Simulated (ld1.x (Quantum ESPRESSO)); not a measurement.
## W (Z = 74): one change to a PAW potential, before and after

W, PAW, made with ld1.x (Quantum ESPRESSO) 7.5 (BP86, scalar-relativistic). Core [Xe] 4f14, reference 5d4 6s2 6p0. Waves: 6s (bound): rcut 1.95, rcutus 2.50 bohr; 6s channel at 1.35 Ry: rcut 1.95, rcutus 2.50 bohr; 6p (bound, empty): rcut 3.30, rcutus 3.60 bohr; 6p channel at 1.25 Ry: rcut 3.30, rcutus 3.60 bohr; 5d (bound): rcut 1.85, rcutus 2.25 bohr; 5d channel at 3.35 Ry: rcut 1.85, rcutus 2.25 bohr. Local part: all-electron potential smoothed inside 2.50 bohr (lloc = -2). Core correction: a·sin(br)/r model core, default radius (ld1.x builds one for every PAW set, though the input has nlcc=.false.). Augmentation charge: BESSEL, radius 2.00 bohr.

Change: local potential all-electron potential smoothed inside 3.60 bohr (lloc = -1).

Cutoffs: the cutoffs (Ry, on a coarse ladder) from which the occupation-weighted sum of valence levels, in a spherical-Bessel basis at the reference potential, stays within 10 and 1 mRy of its value at 400 Ry; they do not see the model core or the augmentation charge, which bear on the density cutoff. Errors are all-electron minus pseudo energies relative to the spin-unpolarised reference configuration.

What does the change do?

The potential gets neither clearly harder nor softer (18 Ry and 30 Ry → 18 Ry and 30 Ry); a bound ghost appears in s, which as a rule spoils a file; of the 7 tests that both files solve, the error grows in 6 and shrinks in 0 by more than 15 % and 0.3 meV (median size 35.7 → 43.7 meV); the range in which the s phases agree widens (upper end 3.3 → at the end of the scan); the range in which the d phases agree narrows (upper end at the end of the scan → 0.5). A state that the projectors do not describe sees the local part alone, so a deeper or shallower local part can create or remove a ghost.

```tsv
quantity	base	changed
cutoff, loose	18 Ry	18 Ry
cutoff, tight	30 Ry	30 Ry
bound ghosts	none	s
error for 5d4 6s1 6p0, meV [ΔE 9.06 eV]	-2.7	-14
error for 5d4 6s0 6p0, meV [ΔE 24.93 eV]	-9.2	-57
error for 5d3 6s0 6p0, meV [ΔE 50.45 eV]	-165	-255
error for 5d3 6s2 6p0, meV [ΔE 8.97 eV]	-40	-63
error for 5d4 6s0 6p2, meV [ΔE 9.33 eV]	-6.4	-15
error for 5d3 6s2 6p1, meV [ΔE 4.04 eV]	-37	-42
error for 5d5 6s0 6p0, meV [ΔE 9.91 eV]	-36	-44
s: phases at 3.92 bohr within 0.05 rad from the reference energy up to (Ry; the scan ends near 5)	3.3	to the end of the scan
p: phases at 3.92 bohr within 0.05 rad from the reference energy up to (Ry; the scan ends near 5)	2.1	2.1
d: phases at 3.92 bohr within 0.05 rad from the reference energy up to (Ry; the scan ends near 5)	to the end of the scan	0.5
lowest overlap eigenvalue by channel	s 0.51, p 0.56, d 0.86	s 0.69, p 0.57, d 0.77
```

 A true bound ghost makes a file unfit for plane-wave use even where its test errors are small: the radial tests pick states by their node count and pass the ghost by.
